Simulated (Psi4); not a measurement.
FSr (SMILES [F][Sr+]), charge +1, singlet, at a GFN2-xTB geometry (such geometries of metal compounds can be far from the true shape) (all electrons, no relativity); PBE/STO-3G in Psi4.

Psi4 was given this input:
```
memory 2 GB

molecule mol {
1 1
Sr   -0.000000   -0.000000   -0.412927
F     0.000000    0.000000    1.743470
}

set {
  basis sto-3g
  reference rks
  scf_type pk
}

energy('pbe')
print_variables()
```

The log (banner, timings and long lists left out):

```
   => Loading Basis Set <=

    Name: STO-3G
    Role: ORBITAL
    Keyword: BASIS

         ---------------------------------------------------------
                                   SCF
               by Justin Turney, Rob Parrish, Andy Simmonett
                          and Daniel G. A. Smith
                              RKS Reference
         ---------------------------------------------------------

  ==> Geometry <==

    Molecular point group: c2v
    Full point group: C_inf_v

    Geometry (in Angstrom), charge = 1, multiplicity = 1:

       Center              X                  Y                   Z               Mass
    ------------   -----------------  -----------------  -----------------  -----------------
         SR           0.000000000000     0.000000000000    -0.383223205704    87.905612500000
         F            0.000000000000     0.000000000000     1.773173794296    18.998403162730

  Running in c2v symmetry.

  Rotational constants: A = ************  B =      0.23206  C =      0.23206 [cm^-1]
  Rotational constants: A = ************  B =   6956.96913  C =   6956.96913 [MHz]
  Nuclear repulsion =   83.926385563112916

  Charge       = 1
  Multiplicity = 1
  Electrons    = 46
  Nalpha       = 23
  Nbeta        = 23

  ==> Algorithm <==

  SCF Algorithm Type is PK.
  DIIS enabled.
  MOM disabled.
  Fractional occupation disabled.
  Guess Type is SAD.
  Energy threshold   = 1.00e-06
  Density threshold  = 1.00e-06
  Integral threshold = 1.00e-12

  ==> Primary Basis <==

  Basis Set: STO-3G
    Blend: STO-3G
    Number of shells: 13
    Number of basis functions: 27
    Number of Cartesian functions: 28
    Spherical Harmonics?: true
    Max angular momentum: 2

  ==> DFT Potential <==

   => LibXC <=

    Version 7.1.2
    S. Lehtola, C. Steigemann, M. J. T. Oliveira, and M. A. L. Marques,  SoftwareX 7, 1–5 (2018) (10.1016/j.softx.2017.11.002)

   => Composite Functional: PBE <=

    PBE GGA Exchange-Correlation Functional

    J.P. Perdew et. al., Phys. Rev. Lett., 77(18), 3865-3868, 1996

    Deriv               =              1
    GGA                 =           TRUE
    Meta                =          FALSE

    Exchange Hybrid     =          FALSE
    MP2 Hybrid          =          FALSE

   => Exchange Functionals <=

    1.0000     XC_GGA_X_PBE

   => Correlation Functionals <=

    1.0000     XC_GGA_C_PBE

   => LibXC Density Thresholds  <==

    XC_GGA_C_PBE:  1.00E-12
    XC_GGA_X_PBE:  1.00E-15

   => Molecular Quadrature <=

    Radial Scheme          =       TREUTLER
    Pruning Scheme         =           NONE
    Nuclear Scheme         =       TREUTLER

    Blocking Scheme        =         OCTREE
    BS radius alpha        =              1
    Pruning alpha          =              1
    Radial Points          =             75
    Spherical Points       =            302
    Total Points           =          40059
    Total Blocks           =            367
    Max Points             =            254
    Max Functions          =             27
    Weights Tolerance      =       1.00E-15

  ==> Integral Setup <==

  Using in-core PK algorithm.
   Calculation information:
      Number of atoms:                   2
      Number of AO shells:              13
      Number of primitives:             39
      Number of atomic orbitals:        28
      Number of basis functions:        27

      Integral cutoff                 1.00e-12
      Number of threads:                 1

  Performing in-core PK
  Using 143262 doubles for integral storage.
  We computed 3655 shell quartets total.
  Whereas there are 4186 unique shell quartets.

  ==> DiskJK: Disk-Based J/K Matrices <==

    J tasked:                  Yes
    K tasked:                   No
    wK tasked:                  No
    Schwarz Cutoff:          1E-12

  Minimum eigenvalue in the overlap matrix is 3.4665742346E-01.
  Reciprocal condition number of the overlap matrix is 1.9838531672E-01.
    Using symmetric orthogonalization.

  ==> Pre-Iterations <==

  SCF Guess: Superposition of Atomic Densities via on-the-fly atomic UHF (no occupation information).

   -------------------------
    Irrep   Nso     Nmo
   -------------------------
     A1        14      14
     A2         1       1
     B1         6       6
     B2         6       6
   -------------------------
    Total      27      27
   -------------------------

  ==> Iterations <==

                        Total Energy        Delta E     RMS |[F,P]|

   @RKS iter SAD: -3197.76410139220661   -3.19776e+03   0.00000e+00
   @RKS iter   1: -3198.13675789437684   -3.72657e-01   1.51320e-02 DIIS/ADIIS
    Occupation by irrep:
             A1    A2    B1    B2
    DOCC [    13,    1,    4,    5 ]
    NA   [    13,    1,    4,    5 ]
    NB   [    13,    1,    4,    5 ]

   @RKS iter   2: -3187.91640490501550    1.02204e+01   1.47818e-01 ADIIS
    Occupation by irrep:
             A1    A2    B1    B2
    DOCC [    12,    1,    5,    5 ]
    NA   [    12,    1,    5,    5 ]
    NB   [    12,    1,    5,    5 ]

   @RKS iter   3: -3196.38939201849962   -8.47299e+00   8.16657e-02 DIIS/ADIIS
   @RKS iter   4: -3198.01660378536326   -1.62721e+00   3.35569e-02 DIIS/ADIIS
   @RKS iter   5: -3198.09758418577212   -8.09804e-02   2.77421e-02 DIIS/ADIIS
   @RKS iter   6: -3198.04631637793909    5.12678e-02   3.19491e-02 DIIS/ADIIS
   @RKS iter   7: -3198.20078944563738   -1.54473e-01   1.55003e-02 DIIS/ADIIS
   @RKS iter   8: -3198.25154775736519   -5.07583e-02   3.05822e-03 DIIS/ADIIS
   @RKS iter   9: -3198.25434011614789   -2.79236e-03   7.47545e-05 DIIS
   @RKS iter  10: -3198.25434160979603   -1.49365e-06   2.66254e-05 DIIS
   @RKS iter  11: -3198.25434180428783   -1.94492e-07   2.34819e-06 DIIS
   @RKS iter  12: -3198.25434180580305   -1.51522e-09   3.70588e-08 DIIS
  Energy and wave function converged.

  ==> Post-Iterations <==

   Electrons on quadrature grid:
      Ntotal   =   46.0001262032 ; deviation = 1.262e-04

    Orbital Energies [Eh]
    ---------------------

    Doubly Occupied:

[...]
    Virtual:

[...]
      14A1     0.072564

    Final Occupation by Irrep:
             A1    A2    B1    B2
    DOCC [    12,    1,    5,    5 ]
    NA   [    12,    1,    5,    5 ]
    NB   [    12,    1,    5,    5 ]

  @RKS Final Energy: -3198.25434180580305

   => Energetics <=

    Nuclear Repulsion Energy =             83.9263855631129161
    One-Electron Energy =               -4603.7393990518830833
    Two-Electron Energy =                1435.3944820584515583
    DFT Exchange-Correlation Energy =    -113.8358103754840016
    Empirical Dispersion Energy =           0.0000000000000000
    VV10 Nonlocal Energy =                  0.0000000000000000
    Total Energy =                      -3198.2543418058030511

Computation Completed

Properties will be evaluated at   0.000000,   0.000000,   0.000000 [a0]

Properties computed using the SCF density matrix

 Multipole Moments:

 ------------------------------------------------------------------------------------
     Multipole            Electronic (a.u.)      Nuclear  (a.u.)        Total (a.u.)
 ------------------------------------------------------------------------------------

 L = 1.  Multiply by 2.5417464519 to convert [e a0] to [Debye]
 Dipole X            :          0.0000000            0.0000000            0.0000000
 Dipole Y            :          0.0000000            0.0000000            0.0000000
 Dipole Z            :         -4.6618539            2.6382133           -2.0236407
 Magnitude           :                                                    2.0236407

 ------------------------------------------------------------------------------------

  Variable Map:
  ----------------------------------------------------------------------------
[...]
  Array Variable Map:
  ----------------------------------------------------------------------------
[...]
[...]
```
